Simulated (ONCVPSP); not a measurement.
chlorine ONCV: all-electron and pseudo phase curves

ONCVPSP 4.0.1 input, shortened (lines: element, Z, core and valence counts, functional; n l f; lmax; l rc ep ncon nbas qcut; lloc lpopt rc5 dvloc0; l nproj debl; icmod fcfact rcfact), LDA (Perdew-Wang 92), scalar-relativistic:

```
  Cl 17.00    3    2  -001012      upf
    1    0    2.00
    2    0    2.00
    2    1    6.00
    3    0    2.00
    3    1    5.00
    2
    0    1.05    0.00    3    6    7.60
    1    1.05    0.00    4    9    6.20
    2    1.10    0.04    4    7    9.30
    0    5    1.05    0.00
    0    0    3.20
    1    1    0.80
    2    2    1.90
    3    3.25    1.65
```

The phase is arctan(r·R′/R) of the radial function R(r), unwrapped; energies in Ha, scanned from -2 to 5 Ha. A pole is an energy at which the radial function vanishes at the test radius. The pseudo phase is shifted by a multiple of π to meet the all-electron one at the reference energy, and phase errors are pseudo minus all-electron; the curves can meet again beyond the range given. Levels narrower than the energy grid can be missing from the lists of poles.

For each channel, where are the poles, and over which energies does the pseudopotential scatter like the atom?

```csv
channel,radius (bohr),reference energy (Ha),"poles, all-electron","poles, pseudo",unbroken range about the reference energy with phases within 0.05 rad,phase error 1 Ha above the reference energy (rad)
s,1.07,-0.76,none,none,below 4.2,-0.010
p,1.07,-0.32,none,none,below 3.8,-0.015
d,1.12,0.04,none,none,the whole range,+0.000
```

Phases in the p channel:

```csv
E (Ha),all-electron,pseudo
-1.98,0.734,0.708
-1.80,0.678,0.655
-1.62,0.615,0.596
-1.44,0.545,0.529
-1.26,0.467,0.455
-1.08,0.381,0.372
-0.90,0.286,0.281
-0.72,0.184,0.181
-0.54,0.074,0.074
-0.36,-0.039,-0.039
-0.18,-0.155,-0.155
0.00,-0.270,-0.272
0.18,-0.381,-0.385
0.36,-0.486,-0.493
0.54,-0.583,-0.595
0.72,-0.672,-0.688
0.90,-0.753,-0.772
1.08,-0.825,-0.848
1.26,-0.890,-0.916
1.44,-0.948,-0.977
1.62,-1.000,-1.032
1.80,-1.047,-1.080
1.98,-1.088,-1.124
2.16,-1.126,-1.164
2.34,-1.160,-1.200
2.52,-1.191,-1.232
2.70,-1.219,-1.262
2.88,-1.245,-1.289
3.06,-1.269,-1.314
3.24,-1.290,-1.337
3.42,-1.310,-1.358
3.60,-1.329,-1.378
3.78,-1.347,-1.396
3.96,-1.363,-1.414
4.14,-1.378,-1.430
4.32,-1.392,-1.446
4.50,-1.406,-1.460
4.68,-1.418,-1.474
4.86,-1.430,-1.488
```
